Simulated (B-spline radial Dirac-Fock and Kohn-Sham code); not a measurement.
# Magnetic form factor of the 4f shell of Ta¹⁶⁺

System: the Ta¹⁶⁺ ion, [Kr] 4d10 4f11.

The run's input, task.json:

```json
{"items": [{
  "Z": 73,
  "q": 16,
  "cfg": [[1, 0, 2], [2, 0, 2], [2, 1, 6], [3, 0, 2], [3, 1, 6], [3, 2, 10], [4, 0, 2], [4, 1, 6], [4, 2, 10], [4, 3, 11]],
  "A": 181,
  "rrms": 5.3507,
  "do": ["scatter"],
  "s": [0.0, 0.05, 0.1, 0.15, 0.2, 0.25, 0.3, 0.35, 0.4, 0.45, 0.5, 0.6, 0.7, 0.8, 0.9, 1.0, 1.1, 1.2, 1.4, 1.6, 1.8, 2.0, 2.5, 3.0, 3.5, 4.0, 5.0, 6.0],
  "pz": [0, 0.1, 0.2, 0.3, 0.4, 0.5, 0.6, 0.8, 1.0, 1.2, 1.4, 1.6, 1.8, 2.0, 2.5, 3.0, 4.0, 5.0, 7.0, 10.0, 15.0, 20.0, 30.0, 40.0, 60.0, 100.0],
  "hv_scatter": [2000, 8047.8, 17479.3, 20000, 30000, 50000, 500000, 1000000]
}]}
```

Run with: `python xray_run.py task.json out`

These are calculated numbers from an atomic code on a B-spline grid; the model is configuration-average Dirac-Fock orbitals. ⟨j_K⟩ is the integral of the 4f radial density with the spherical Bessel function j_K(4πsr), s = sin θ/λ.

Hund's rules give S = 3/2, L = 6, J = 15/2 for 4f11, so g = 1.200, and the dipole approximation is F = ⟨j0⟩ + C₂⟨j2⟩ with C₂ = (2 − g)/g = 0.667.

```
s (Å⁻¹)     ⟨j0⟩    ⟨j2⟩    ⟨j4⟩    ⟨j6⟩  F (dipole)
      0   1.0000  0.0000  0.0000  0.0000      1.0000
   0.05   0.9937  0.0025  0.0000  0.0000      0.9953
    0.1   0.9749  0.0100  0.0000  0.0000      0.9815
   0.15   0.9445  0.0219  0.0002  0.0000      0.9591
    0.2   0.9036  0.0377  0.0007  0.0000      0.9287
   0.25   0.8538  0.0563  0.0015  0.0000      0.8914
    0.3   0.7970  0.0770  0.0030  0.0001      0.8483
   0.35   0.7349  0.0986  0.0053  0.0002      0.8006
    0.4   0.6697  0.1201  0.0084  0.0004      0.7498
   0.45   0.6031  0.1407  0.0124  0.0008      0.6968
    0.5   0.5367  0.1596  0.0174  0.0013      0.6431
    0.6   0.4103  0.1901  0.0297  0.0032      0.5370
    0.7   0.2986  0.2091  0.0442  0.0063      0.4380
    0.8   0.2058  0.2164  0.0595  0.0108      0.3501
    0.9   0.1325  0.2135  0.0739  0.0166      0.2748
      1   0.0772  0.2028  0.0863  0.0234      0.2124
    1.1   0.0372  0.1870  0.0959  0.0306      0.1618
    1.2   0.0095  0.1682  0.1024  0.0379      0.1216
    1.4  -0.0197  0.1286  0.1067  0.0507      0.0660
    1.6  -0.0282  0.0928  0.1019  0.0597      0.0337
```

Radial moments of the shell: ⟨r²⟩ = 0.3454, ⟨r⁴⟩ = 0.2164, ⟨r⁶⟩ = 0.2172 in powers of bohr.
